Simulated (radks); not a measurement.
Values are calculated unless marked as measured or tabulated.
Problem. Radial electron density D(r) = 4 pi r^2 rho(r) of an atom or ion with 24 electrons. Level of theory: Dirac Kohn-Sham, RPBE, spin-unpolarised, spherical densities, finite nucleus; Fermi nuclear charge, rms radius of each element as measured or else 0.836 A^(1/3) + 0.57 fm (a radial shooting solver on a logarithmic mesh with Libxc functionals).

```
   r/bohr * D(r) (the largest magnitude, 34.7, reaches the edge; | marks zero)
 0.004009 |  *
 0.005138 |    *
 0.006531 |       *
 0.008303 |          *
  0.01064 |               *
  0.01353 |                      *
  0.01733 |                             *
  0.02204 |                                     *
  0.02824 |                                            *
   0.0359 |                                                *
  0.04563 |                                                *
  0.05848 |                                            *
  0.07434 |                                       *
  0.09526 |                                      *
   0.1211 |                                           *
    0.154 |                                                   *
   0.1973 |                                                      *
   0.2508 |                                             *
   0.3214 |                              *
   0.4086 |                    *
   0.5194 |                     *
   0.6656 |                         *
   0.8461 |                       *
    1.084 |              *
    1.378 |       *
    1.766 |  *
    2.245 |*
    2.854 *
    3.658 *
```

What is the nuclear charge?

Solution. Z = 26. The innermost maximum, from 1s, lies near gamma/Z bohr with gamma = sqrt(1 - (Z/c)^2) = 0.982, here 0.0378 bohr (found: 0.0405), and its height grows with Z. The density is that of the iron ion Fe2+ in [Ar] 3d6; the configuration itself is not fixed sharply by these data, and Z only to about a unit. D(r) has 3 maxima, at r = 0.0405, 0.187, 0.698 bohr, and minima at 0.0894, 0.443 bohr, inside which lie 2.12, 10.68 electrons.
